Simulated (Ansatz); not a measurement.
Spectroscopic constants of MgTa, multiplicity 6 (lowest of 2S+1 = 2, 4, 6 at CCSD(T)/def2-TZVPP on PBE0 minima; our sources give no spin for the ground state, which may be another). No spin–orbit coupling.

Seven points along R, fitted to fifth degree in 1/R; most abundant isotopes. Runs in def2 and cc sets follow the lowest solution found near the PBE0 minimum.

Programs: Ansatz (a quantum-chemistry and plane-wave program) with Gaussian orbitals.  In def2 rows elements past Kr take small-core potentials, without spin–orbit coupling.

| level | r_e (Å) | ω_e (cm⁻¹) | ω_e x_e (cm⁻¹) | α_e (cm⁻¹) | dipole (D) |
|---|---|---|---|---|---|
| SVWN5/def2-TZVPP | 2.740 | 236 | 1.1 | 0.00061 | 0.06 |
| PBE/def2-TZVPP | 2.812 | 216 | 1.2 | 0.00066 | 0.34 |
| r2SCAN/def2-TZVPP | 2.837 | 208 | 1.2 | 0.00068 | 0.73 |
| B97M-V/def2-TZVPP | 2.849 | 210 | 1.0 | 0.00060 | 0.52 |
| B3LYP/def2-TZVPP | 2.814 | 212 | 1.3 | 0.00071 | 0.38 |
| PBE0/def2-TZVPP | 2.814 | 211 | 1.3 | 0.00071 | 0.59 |
| BHLYP/def2-TZVPP | 2.820 | 204 | 1.4 | 0.00076 | 0.63 |
| CAM-B3LYP/def2-TZVPP | 2.788 | 214 | 1.4 | 0.00075 | 0.57 |
| wB97X-V/def2-TZVPP | 2.781 | 216 | 1.4 | 0.00077 | 0.84 |
| wB97M-V/def2-TZVPP | 2.776 | 214 | 1.9 | 0.00089 | 0.20 |
| B2PLYP/def2-TZVPP | 2.771 | 226 | 1.4 | 0.00072 | - |

Correlated levels freeze the inner cores; with def2 sets outer-core shells near the valence are correlated too.
